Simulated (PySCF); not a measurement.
## Electron correlation in Hg⁺ (mercury, charge +1)

[Xe] 4f14 5d10 6s1, 2S determinant. Computed with PySCF 2.14 in cc-pVDZ-PP with ECP60MDF (4s4p3d1f, 38 functions), with scalar relativity through the core potential. Frozen: 5s2 5p6; 11 electrons correlated.

MP2 pair energies summed by pair of shells (mhartree):

```tsv
pair	energy	share (%)
5d-5d	-248.35	85.2
5d-6s	-43.06	14.8
```

Total MP2 correlation energy: -291.41 mhartree.

Same-spin part -106.43 and opposite-spin part -184.97 mhartree; SCS-MP2 scales them by 1/3 and 6/5 to -257.45 mhartree.

| level | correlation energy (mhartree) |
| --- | --- |
| CCSD | -276.00 |
| (T) | -3.02 |
| CCSD(T) | -279.02 |

Diagnostics: T1 = 0.0058, D1 = 0.0237, largest double amplitude 0.025.

Problem. Is a single reference adequate?

Solution. Yes, within this model without spin-orbit coupling: T1 lies below 0.03 and no double amplitude reaches 0.07.
